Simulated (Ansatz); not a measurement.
Computed with Ansatz.

A structure relaxed at PBE0-D4/def2-TZVP, charge 0, multiplicity 1:

Cartesian coordinates in Å:
```
N 1.026 0.024 -1.379
Sc -0.359 0.528 -0.075
N -0.588 -0.670 1.470
Cl -1.658 2.444 -0.345
H 1.267 0.531 -2.222
H 1.629 -0.789 -1.332
H -1.253 -0.551 2.225
H -0.064 -1.516 1.657
```

Task: Give its formula and SMILES.

Result: ClH4N2Sc, `[NH2][Sc]([NH2])[Cl]`.

Task: Point group (tolerance 0.08 Å, 0.16 Å for H)?

Result: C2v.

Task: Summarise the bond lengths by kind.

Result: 2 × N–Sc 1.968 Å; 4 × H–N 1.013 Å; 1 × Cl–Sc 2.330 Å.
